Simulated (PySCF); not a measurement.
Electron correlation in Fe²⁺ (iron, charge +2)

Starting occupation: [Ar] 3d6, 3d3/2 with m_j = +3/2, 3d5/2 with m_j = -3/2, -1/2, +1/2, +3/2, +5/2. Computed with PySCF 2.14 in x2c-SVPall-2c with one added diffuse shell each of s, d type (6s5p4d1f, 48 functions), with X2C-1e with screened-nucleus spin-orbit coupling, Gaussian nucleus. Frozen: [Ne]; 14 electrons correlated; the 6 highest virtual spinors left out.

MP2 pair energies summed by pair of shells (mhartree):

| pair | energy | share (%) |
| --- | --- | --- |
| 3d-3p | -98.39 | 40.1 |
| 3d-3d | -75.82 | 30.9 |
| 3p-3p | -51.64 | 21.1 |
| 3p-3s | -9.79 | 4.0 |
| 3d-3s | -7.82 | 3.2 |
| 3s-3s | -1.85 | 0.8 |

Total MP2 correlation energy: -245.31 mhartree.

The GHF reference relaxed away from the jj start to a determinant that is no pure jj level (⟨S²⟩ = 6.00, ⟨J²⟩ = 20.01); the energies belong to that determinant.

This basis was not built for core-valence correlation, so the inner-shell part is incomplete.
